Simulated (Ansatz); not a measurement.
Relaxation of F$_{6}$H$_{2}$OW (10 atoms, charge 0, multiplicity 1), to a largest force component of 0.03 eV/Å in at most 50 steps.

The calculation used RKS PBE-D4/def2-SVP in Ansatz 0.2.0.

```xyz
10
Properties=species:S:1:pos:R:3:forces:R:3
W -0.084 -0.052 -0.067 -0.18 -0.15 0.52
O -0.133 0.011 1.850 0.08 0.05 -0.62
H -0.774 -0.422 2.446 0.01 0.00 0.00
F 1.760 -0.147 -0.270 0.01 0.01 -0.01
F -0.136 1.780 -0.381 0.01 0.01 0.00
F -1.963 -0.067 0.016 -0.01 0.00 0.00
F -0.112 -1.926 0.066 -0.01 0.00 0.01
F -0.329 -0.340 -1.897 0.00 0.00 -0.01
F 1.755 1.830 1.492 0.25 0.27 -0.14
H 1.444 1.486 2.299 -0.19 -0.19 0.24
```

Q: Where does it end, and by what steps?

A: The forces met the threshold. The force dipped under the threshold on the way, but the program's further checks kept it going. After 14 steps the energy has fallen by 0.122 eV; F9 moved furthest, 0.57 Å.

| step | energy less start (eV) | largest force component (eV/Å) | accepted |
| --- | --- | --- | --- |
| 0 | 0.0000 | 0.616 | yes |
| 1 | -0.0081 | 1.493 | yes |
| 2 | -0.0666 | 0.921 | yes |
| 3 | -0.0449 | 1.004 | no |
| 4 | -0.1068 | 0.426 | yes |
| 5 | -0.1145 | 0.150 | yes |
| 6 | -0.1181 | 0.077 | yes |
| 7 | -0.1187 | 0.050 | yes |
| 8 | -0.1190 | 0.051 | yes |
| 9 | -0.1203 | 0.022 | yes |
| 10 | -0.1124 | 0.604 | no |
| 11 | -0.1208 | 0.045 | yes |
| 12 | -0.1213 | 0.148 | yes |
| 13 | -0.1217 | 0.084 | yes |
| 14 | -0.1220 | 0.019 | yes |

```xyz
10
Properties=species:S:1:pos:R:3
W -0.132 -0.117 -0.154
O -0.049 0.122 1.733
H -0.733 0.010 2.421
F 1.715 -0.044 -0.322
F -0.226 1.712 -0.493
F -1.989 -0.210 0.091
F -0.003 -1.975 0.024
F -0.461 -0.413 -1.966
F 1.976 1.865 2.021
H 1.330 1.204 2.199
```

Whether the end is a true minimum wasn't checked by a vibrational analysis.

Run time: 20 s on 4 threads of Intel(R) Xeon(R) Platinum 8488C (Sapphire Rapids), with other jobs on the host, peak memory 0.23 GiB.
